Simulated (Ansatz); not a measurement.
`[CH3][Ge]([F])([F])[Cl]` + `[OH][Cd][F]` → `[CH3][Ge]([OH])([F])[Cl]` + `[F][Cd][F]` at 500 K and 1 bar (redistribution).

Computed with Ansatz on PBE0-D4/def2-TZVP structures; ΔE is electronic, products minus reactants. CBS: MP2 limit from def2 TZ/QZ plus the TZ coupled-cluster correction, frozen cores. Elements past krypton have def2 core potentials. For Cd, Ge outer-core shells are correlated without core-valence functions, which leaves a few kJ/mol of doubt a bond. Scalar relativity is left out up to krypton. One conformer a species, not always the lowest.

```json
{"species": "`[CH3][Ge]([F])([F])[Cl]`", "CCSD(T)/CBS energy (Eh)": "-2775.47323", "H − E (kJ/mol)": "157.6", "S (J/(mol·K))": "416.2"}
{"species": "`[OH][Cd][F]`", "CCSD(T)/CBS energy (Eh)": "-343.29729", "H − E (kJ/mol)": "64.5", "S (J/(mol·K))": "320.6"}
{"species": "`[CH3][Ge]([OH])([F])[Cl]`", "CCSD(T)/CBS energy (Eh)": "-2751.44935", "H − E (kJ/mol)": "191.4", "S (J/(mol·K))": "431.8"}
{"species": "`[F][Cd][F]`", "CCSD(T)/CBS energy (Eh)": "-367.32284", "H − E (kJ/mol)": "33.2", "S (J/(mol·K))": "292.7"}
```

H − E and S are ideal-gas, rigid-rotor, harmonic terms from PBE0-D4/def2-TZVP, for one conformer and one mirror image of each species. 1 Eh = 2625.50 kJ/mol, R = 8.31446 J/(mol·K).

Question: By hand: ΔE, ΔH, ΔS and ΔG.

Answer: ΔE = (-2751.44935) + (-367.32284) − (-2775.47323) − (-343.29729) = -0.00167 Eh = -4.4 kJ/mol. Δ(H − E) = 191.4 + 33.2 − 157.6 − 64.5 = 2.5, so ΔH = -1.9 kJ/mol. ΔS = 431.8 + 292.7 − 416.2 − 320.6 = -12.3 J/(mol·K). ΔG = -1.9 − 500 × (-12.3)/1000 = 4.2 kJ/mol.

Question: By hand: the equilibrium constant, and the temperature at which ΔG would vanish if ΔH and ΔS stayed fixed.

Answer: log₁₀ K = −ΔG/(RT ln 10) = -0.4. ΔG = 0 at ΔH/ΔS = 154 K, though so small a ΔH makes that figure unsure.

TΔS isn't small against ΔH here. The sign of ΔG lies within the doubt. A doubt of 5 kJ/mol in ΔE shifts log₁₀ K by 0.5 here. Other conformers and mirror images would add mixing entropy, several J/(mol·K) or more a flexible species. These are equilibria of isolated gas molecules and say nothing of rates. Largest T1 diagnostic: 0.018 (customary marks: 0.02 for closed shells, 0.045 for open ones).
